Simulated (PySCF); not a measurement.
Calculation: PBE-D3(BJ)/def2-TZVP // r2SCAN-D4/def2-SVP (PySCF). Isolated molecules, 0 K electronic values unless said otherwise. One relaxed conformer stands for a flexible species; it need not be the lowest. Delta-SCF ions had no search for a lower state. Excitations are Tamm–Dancoff values on a coarser integration grid. The basis has no diffuse functions, so Rydberg states are missing or too high.

Reference species (SMILES): `Bc1cc2ccsc2cc1C#N` (neutral, multiplicity 1).

The HOMO–LUMO gap comes out as 2.87 eV and the vertical ionisation energy (Delta-SCF) comes out as 8.49 eV. The T1 excitation (TDA) is 2.70 eV. The HOMO is -6.21 eV.

Changed species: `Bc1ccc(C#N)c2ccsc12`.

Task: Give the shifts of the HOMO–LUMO gap, vertical ionisation energy (Delta-SCF), T1 excitation (TDA) and HOMO.

Result: the HOMO–LUMO gap falls by 0.45 eV, to 2.42 eV; the vertical ionisation energy (Delta-SCF) is nearly the same; the T1 excitation (TDA) decreases by 0.49 eV, to 2.21 eV; the HOMO increases by 0.04 eV, to -6.17 eV.
